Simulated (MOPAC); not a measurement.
Input file for MOPAC: AM1 on BFH2OSe (SMILES OB(F)[SeH]), a point of a torsion scan.

```
AM1 1SCF PRECISE CHARGE=0 THREADS=1
BFH2OSe

O     -1.00493057 1    -0.81188162 1     0.28011470 1
B     -0.25986123 1     0.26554357 1     0.12317022 1
F     -0.68420224 1     1.29347894 1    -0.59957313 1
Se     1.57295325 1     0.25056752 1     0.82889795 1
H     -1.88240159 1    -0.84424323 1    -0.10589378 1
H      1.95719840 1    -0.95755187 1     0.15689502 1
```

It printed:

```
*******************************************************************************
 **                                                                           **
 **                              MOPAC v23.2.5                                **
 **                                                                           **
 *******************************************************************************
 ** MOPAC's Digital Object Identifier: https://doi.org/10.5281/zenodo.6511958 **
 **                                                                           **
 ** Please cite the open-source release paper for use of this MOPAC version:  **
 ** J. E. Moussa and J. J. P. Stewart (2026)                                  **
 ** MOPAC: An open-source semiempirical molecular orbital program             **
 ** J. Open Source Softw., 11(119), 8025, https://doi.org/10.21105/joss.08025 **
 *******************************************************************************

                              AM1 CALCULATION RESULTS

 *******************************************************************************
 *  AM1        - The AM1 Hamiltonian to be used
 *
 *
 *
 *                 CHARGE ON SYSTEM = 0
 *
 *
 *
 *  PRECISE    - TIGHTER CRITERIA TO BE USED
 *  1SCF       - DO 1 SCF AND THEN STOP
 *  THREADS=1  - MULTI-THREADING NOT USED
 *  T=         - A TIME OF 172800.0 SECONDS REQUESTED
 *  DUMP=N     - RESTART FILE WRITTEN EVERY 7200.0 SECONDS REQUESTED
 *******************************************************************************
AM1 1SCF PRECISE CHARGE=0 THREADS=1
 BFH2OSe

   ATOM   CHEMICAL          X               Y               Z
  NUMBER   SYMBOL      (ANGSTROMS)     (ANGSTROMS)     (ANGSTROMS)

     1       O         -1.00493057  *  -0.81188162  *   0.28011470  *
     2       B         -0.25986123  *   0.26554357  *   0.12317022  *
     3       F         -0.68420224  *   1.29347894  *  -0.59957313  *
     4      Se          1.57295325  *   0.25056752  *   0.82889795  *
     5       H         -1.88240159  *  -0.84424323  *  -0.10589378  *
     6       H          1.95719840  *  -0.95755187  *   0.15689502  *



          CARTESIAN COORDINATES

    NO.       ATOM           X           Y           Z

     1         O         -1.0049     -0.8119      0.2801
     2         B         -0.2599      0.2655      0.1232
     3         F         -0.6842      1.2935     -0.5996
     4        Se          1.5730      0.2506      0.8289
     5         H         -1.8824     -0.8442     -0.1059
     6         H          1.9572     -0.9576      0.1569

  H: (AM1): M.J.S. DEWAR ET AL, J. AM. CHEM. SOC. 107 3902-3909 (1985)
  B: (AM1): M.J.S. DEWAR ET AL, ORGANOMETALLICS, 7, 513-521 (1988)
  O: (AM1): M.J.S. DEWAR ET AL, J. AM. CHEM. SOC. 107 3902-3909 (1985)
  F: (AM1): M.J.S. DEWAR AND E. G. ZOEBISCH, THEOCHEM, 180, 1 (1988).
 Se: (AM1): J. J. P. STEWART, J. MOL. MOD., 10, 155-164 (2004)

           Empirical Formula: H2 O B F Se  =     6 atoms



      MOLECULAR POINT GROUP   :   C1


      RHF CALCULATION, NO. OF DOUBLY OCCUPIED LEVELS = 12


 -------------------------------------------------------------------------------
 AM1 1SCF PRECISE CHARGE=0 THREADS=1
 BFH2OSe



     1SCF WAS SPECIFIED, SO BFGS WAS NOT USED
     SCF FIELD WAS ACHIEVED


                              AM1 CALCULATION
                                                       MOPAC v23.2.5 Linux




          FINAL HEAT OF FORMATION =       -156.37950 KCAL/MOL =    -654.29182 KJ/MOL


          COSMO AREA              =        103.72 SQUARE ANGSTROMS
          COSMO VOLUME            =         88.19 CUBIC ANGSTROMS

          IONIZATION POTENTIAL    =          7.892555 EV
          HOMO LUMO ENERGIES (EV) =         -7.893 -0.611
          NO. OF FILLED LEVELS    =         12
          MOLECULAR WEIGHT        =        126.7836         POINT GROUP:  C1

          MOLECULAR DIMENSIONS (Angstroms)

            Atom       Atom       Distance
            H     6    H     5     3.85025
            F     3    O     1     2.29567
            H     6   Se     4     1.11025


          SCF CALCULATIONS        =          1





   ATOM   CHEMICAL          X               Y               Z
  NUMBER   SYMBOL      (ANGSTROMS)     (ANGSTROMS)     (ANGSTROMS)

     1       O         -1.00493057  *  -0.81188162  *   0.28011470  *
     2       B         -0.25986123  *   0.26554357  *   0.12317022  *
     3       F         -0.68420224  *   1.29347894  *  -0.59957313  *
     4      Se          1.57295325  *   0.25056752  *   0.82889795  *
     5       H         -1.88240159  *  -0.84424323  *  -0.10589378  *
     6       H          1.95719840  *  -0.95755187  *   0.15689502  *

                             CARTESIAN COORDINATES

   1    O       -1.004930570    -0.811881620     0.280114700
   2    B       -0.259861230     0.265543570     0.123170220
   3    F       -0.684202240     1.293478940    -0.599573130
   4   Se        1.572953250     0.250567520     0.828897950
   5    H       -1.882401590    -0.844243230    -0.105893780
   6    H        1.957198400    -0.957551870     0.156895020


           Empirical Formula: H2 O B F Se  =     6 atoms



      MOLECULAR POINT GROUP   :   C1


                  EIGENVALUES
 -49.88806 -38.30091 -22.99028 -19.68695 -18.92470 -16.53279 -16.30194 -14.02199
 -13.62353 -12.43625 -11.03361  -7.89255  -0.61062   0.55225   2.20247   3.85902
   5.14802   7.50205


              NET ATOMIC CHARGES AND DIPOLE CONTRIBUTIONS

  ATOM NO.   TYPE          CHARGE      No. of ELECS.   s-Pop       p-Pop
    1          O          -0.313237        6.3132     1.82347     4.48976
    2          B           0.139453        2.8605     1.18476     1.67579
    3          F          -0.163479        7.1635     1.88522     5.27826
    4         Se           0.118746        5.8813     1.95754     3.92371
    5          H           0.237662        0.7623     0.76234
    6          H          -0.019144        1.0191     1.01914
 DIPOLE           X         Y         Z       TOTAL
 POINT-CHG.     0.444    -0.349     0.469     0.734
 HYBRID        -1.215    -0.389    -0.993     1.617
 SUM           -0.772    -0.738    -0.524     1.189


          ATOMIC ORBITAL ELECTRON POPULATIONS

     Atom    s        px        py        pz
    1  O   1.82347   1.30604   1.48740   1.69633
    2  B   1.18476   0.67285   0.55083   0.45211
    3  F   1.88522   1.88390   1.65702   1.73734
    4 Se   1.95754   1.03969   1.25842   1.62559
    5  H   0.76234
    6  H   1.01914

 **********************
 *                    *
 * JOB ENDED NORMALLY *
 *                    *
 **********************




 == MOPAC DONE ==
```

The run finished.

Cost: around 0.010 core-seconds (rough).
